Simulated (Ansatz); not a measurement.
C2H6F2OSi, SMILES `C[Si](F)(F)CO`, relaxed with RKS PBE0-D4/def2-TZVP in Ansatz from a PBE-D4/def2-SVP geometry. The force threshold is 0.005 eV/Å; the program also tests the step.

Charge 0, multiplicity 1.

Start:

```xyz
12

C     0.896   -0.920   -1.189
Si   -0.272    0.395   -0.593
F     0.526    1.832   -0.542
F    -1.510    0.593   -1.646
C    -0.888    0.164    1.174
O     0.244    0.309    2.042
H     1.424   -0.607   -2.111
H     0.359   -1.868   -1.397
H     1.648   -1.114   -0.397
H    -1.288   -0.861    1.330
H    -1.725    0.862    1.423
H     0.582    1.215    1.906
```

Problem. By how much does the energy fall, and how many steps does the optimiser take? (Best estimate.)

Solution. Ansatz gave: 10.47 kJ/mol, in 8 steps, 1 of them rejected.

Problem. Which bonds change most? (Estimate.)

Solution. The calculation gave: Si2–F3 from 1.645 to 1.600 Å; Si2–F4 from 1.637 to 1.594 Å; C5–H11 from 1.118 to 1.099 Å; C5–H10 from 1.111 to 1.094 Å.

Problem. Give the relaxed structure. (Best estimate.)

Solution. Computed: 
```xyz
12

C     0.902   -0.906   -1.188
Si   -0.249    0.401   -0.593
F     0.513    1.808   -0.597
F    -1.479    0.548   -1.597
C    -0.884    0.179    1.151
O     0.199    0.272    2.075
H     1.338   -0.631   -2.151
H     0.379   -1.858   -1.306
H     1.711   -1.047   -0.468
H    -1.317   -0.816    1.280
H    -1.685    0.895    1.383
H     0.573    1.155    2.011
```
